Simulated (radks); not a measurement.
Values are calculated unless marked as measured or tabulated.
Valence configurations of the neon ion Ne+ (all share [He]). Level of theory: Dirac Kohn-Sham, PBE, spin-unpolarised, spherical densities, finite nucleus; open shells fill j = l - 1/2 first; Fermi nuclear charge, rms radius 3.0055 fm (a radial shooting solver on a logarithmic mesh with Libxc functionals). Order these by energy: 2s1.5 2p5.5; 2s2 2p5; 2s1 2p6.

Answer. From the lowest, in eV above it: 2s2 2p5 0.000; 2s1.5 2p5.5 11.715; 2s1 2p6 23.447. NIST lists [He] 2s2 2p5 as the ground configuration; this level of theory agrees among the configurations tried. The energies are those of spherical spin-averaged densities, not of single terms.
